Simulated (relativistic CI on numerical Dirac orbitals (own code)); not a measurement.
# What each ingredient does to the levels of Dy2+

Base calculation: Dirac-Coulomb-Breit CI, separate exchange-only KLI orbitals for each configuration, model QED (radiative potential, 1s self-energy scaled to tabulated hydrogen-like ionisation energies), valence Slater integrals scaled by 0.85, P86 correlation energy added to each configuration.

CI space (outside the closed core [Kr] 4d10 5s2): 4f10 5p6, 4f9 5p6 6s, 4f9 5p6 6p, 4f9 5p6 7s, 4f12 5p4. The list is cut by size and lacks configurations that can hold low levels.

Variants: (1) self-excluded LDA correlation estimate; (2) no correlation estimate; (3) non-relativistic limit. Shifts of the energy above 4f10 5p6 5I_8, in cm⁻¹, for the lowest level and the first level of each name with at least 55 % of one term (blank where a level changes its place among those of its configuration and J or its character, or is not in the variant):

| Level | Base | Δ(1) | Δ(2) | Δ(3) |
| --- | --- | --- | --- | --- |
| 4f10 5p6 5I_8 | 0.0 | 0.0 | 0.0 | 0.0 |
| 4f10 5p6 5I_7 | 4182.4 | 0.0 | 0.0 | -4182.4 |
| 4f10 5p6 5I_6 | 7139.2 | 0.0 | -0.1 | -7139.2 |
| 4f9 5p6 6s 7H°_8 | 9208.3 | +1009.3 | -7101.0 | +42266.1 |
| 4f10 5p6 5I_5 | 9322.2 | 0.0 | -0.2 | -9322.2 |
| 4f9 5p6 6s 5H°_7 | 10838.4 | +1010.0 | -7101.4 |  |
| 4f10 5p6 5I_4 | 11041.2 | 0.0 | -0.3 | -11041.2 |
| 4f9 5p6 6s 7H°_7 | 13132.6 | +1009.7 | -7101.3 |  |
| 4f9 5p6 6s 7H°_6 | 13850.5 | +1009.6 | -7101.2 | +37623.9 |
| 4f10 5p6 5F_5 | 15377.5 | +0.8 | -3.8 | -1281.2 |
| 4f9 5p6 6s 7H°_5 | 15841.2 | +1009.5 | -7101.1 | +35633.3 |
| 4f9 5p6 6s 5H°_6 | 15952.7 | +1010.1 | -7101.4 | +37285.0 |
| 4f9 5p6 6s 7H°_4 | 17365.6 | +1009.4 | -7101.1 | +34108.9 |
| 4f10 5p6 5S_2 | 17686.2 | +1.6 | -6.6 |  |
| 4f10 5p6 3K_8 | 17798.0 | +0.2 | -1.0 | -1090.1 |
| 4f9 5p6 6s 7F°_6 | 17828.4 | +1009.3 | -7101.0 | +40083.4 |
| 4f10 5p6 5F_4 | 18116.5 | +0.9 | -4.2 | -4020.2 |
| 4f9 5p6 6s 5H°_5 | 18142.4 | +1010.2 | -7101.5 | +35095.3 |
| 4f9 5p6 6s 7H°_3 | 18533.1 | +1009.3 | -7101.0 | +32941.3 |
| 4f9 5p6 6s 7F°_5 | 18826.6 | +1009.4 | -7101.1 | +39085.2 |
| 4f9 5p6 6s 7H°_2 | 19373.8 | +1009.3 | -7101.0 | +32100.7 |
| 4f10 5p6 5F_3 | 19770.0 | +0.9 | -4.0 | -5673.7 |

Correlation outside the listed configurations is missing or only estimated: errors of thousands of cm⁻¹ between configurations and terms are usual at this charge. Rates and lifetimes follow the computed energies and can be off by large factors. The fine structure of a lone outer electron comes out too small, for d and f at times inverted, and misplaced configurations move strength between like terms.

Ionisation energy from the two ground configurations alone: base 20.56 eV; self-excluded LDA correlation estimate 20.87 eV; no correlation estimate 19.11 eV. The NIST ASD value (semi-empirical) is 22.89 eV. The gap of more than 2 % comes from missing correlation, or from a tabulated value that is itself an estimate.

LS names give the leading component of a level, which can be under half, so a name can repeat, a term be missing and a line seem to break the LS rules.
